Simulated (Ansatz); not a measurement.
Ansatz (a first-principles code) input (B2PLYP/def2-TZVPD):

Ansatz 0.2 input:
```yaml
crystal:
  periodic: [false, false, false]
  atoms:
    - {symbol: Nb, position_ang: [0.03971092, -0.22164606, -0.28796394]}
    - {symbol: O, position_ang: [-0.09299880, -1.68847787, 0.59015981]}
    - {symbol: O, position_ang: [0.67179075, 1.40826608, 0.54612301]}
    - {symbol: O, position_ang: [-0.78231043, 1.41614784, 0.33953235]}
basis:
  gaussian:
    orbitals: def2-TZVPD
hamiltonian:
  xc: {name: B2PLYP}
magnetization: {spin_polarized: true, initial_magnetization: 1}
correlation: {electrons: outside_noble_gas}
```

End of the output:

```
integrals: 0.21 GiB planned
1105 factors; integrals over basis functions are off by at most 1.2e-3 eV
mean field: 0.93 GiB planned
mean field evaluation 1: about -7647.3928 eV, gradient 7.7e1 eV
mean field evaluation 2: about -7647.6233 eV, gradient 7.7e1 eV
mean field evaluation 4: about -7667.4292 eV, gradient 4.3e1 eV
mean field evaluation 8: about -7675.9571 eV, gradient 1.5e0 eV
mean field evaluation 16: about -7676.0808 eV, gradient 3.0e-2 eV
mean field evaluation 32: about -7676.7445 eV, gradient 1.1e-1 eV
mean field evaluation 64: about -7676.6789 eV, gradient 1.8e0 eV
mean field evaluation 96: about -7634.1140 eV, gradient 6.3e1 eV
mean field -7676.74602396 eV, -282.1152128953 hartree, gradient 3.9e-6 eV, S^2 0.756605; 6 other end points of the search recorded, 0 dependent functions left out
7 core orbitals not correlated
reference -7676.74618365 eV, -282.1152187636 hartree; 12, 11 occupied and 141, 142 virtual orbitals, 1105 factors
second order -31.32943552 eV of doubles, -0.00000000 eV of singles
Total energy: -7685.20513124 eV, -282.4260793539 hartree
```

The spin state was set by rule; other spins were not relaxed.
